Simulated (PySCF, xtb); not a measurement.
tetramethyldisiloxane cation (C₄H₁₄OSi₂), SMILES C[SiH](O[SiH](C)C)C (connectivity only; charge and spin as stated), charge +1, multiplicity 2. Other conformers were not sampled.

Harmonic wavenumbers (cm⁻¹) from GFN2-xTB (xtb) at its own minimum, in rising order: 17, 52, 59, 97, 110, 121, 131, 133, 152, 159, 214, 235, 262, 449, 503, 504, 596, 637, 642, 660, 663, 691, 769, 775, 779, 781, 792, 811, 813, 836, 978, 1252, 1252, 1298, 1326, 1414, 1416, 1419, 1420, 1421, 1422, 1426, 1429, 2322, 2331, 3035, 3037, 3038, 3042, 3053, 3054, 3055, 3056, 3066, 3067, 3069, 3070.

Q: What does B3LYP-D3(BJ)/def2-SVP (PySCF 2.14.0) give at its own minimum? (An estimate is asked for; the answer gives what the named calculation found.)

A: 27, 31, 58, 138, 138, 143, 159, 168, 169, 181, 237, 249, 317, 372, 488, 571, 608, 621, 640, 665, 686, 698, 700, 739, 744, 763, 783, 804, 884, 902, 958, 1152, 1177, 1223, 1247, 1376, 1377, 1402, 1406, 1409, 1413, 1420, 1420, 2252, 2257, 3030, 3030, 3034, 3034, 3131, 3131, 3150, 3150, 3154, 3154, 3188, 3188. Paired by order, the mean absolute difference is 40 cm⁻¹ and the zero-point energies are 103.2 and 103.7 kcal/mol.
